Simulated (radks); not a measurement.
Os68+, configuration [He] 2s2 2p4 (the NIST ground configuration). All-electron calculation, scalar-relativistic Kohn-Sham, LDA (Slater exchange, VWN5 correlation), spin-polarised, spherical densities, finite nucleus; open shells are filled with parallel spins first (spin-orbit coupling, left out, can overturn this in heavy ions); Fermi nuclear charge, rms radius 5.4126 fm. Program: a radial shooting solver on a logarithmic mesh with Libxc functionals. Some entries of the table are withheld. Estimate them.

orbital,occ.,eigenvalue (hartree),<r^2> (bohr^2),<1/r> (bohr^-1)
1s up,1,-2967.082,0.0004325,(1)
1s down,1,-2965.675,0.0004322,(2)
2s up,1,-703.8544,0.006308,21.75
2s down,1,-701.8449,0.006322,21.72
2p up,3,-646.7295,0.005159,19.56
2p down,1,-644.3848,0.005176,19.54

Answer. 
(1) 1s up <1/r> (bohr^-1): 90.45
(2) 1s down <1/r> (bohr^-1): 90.48
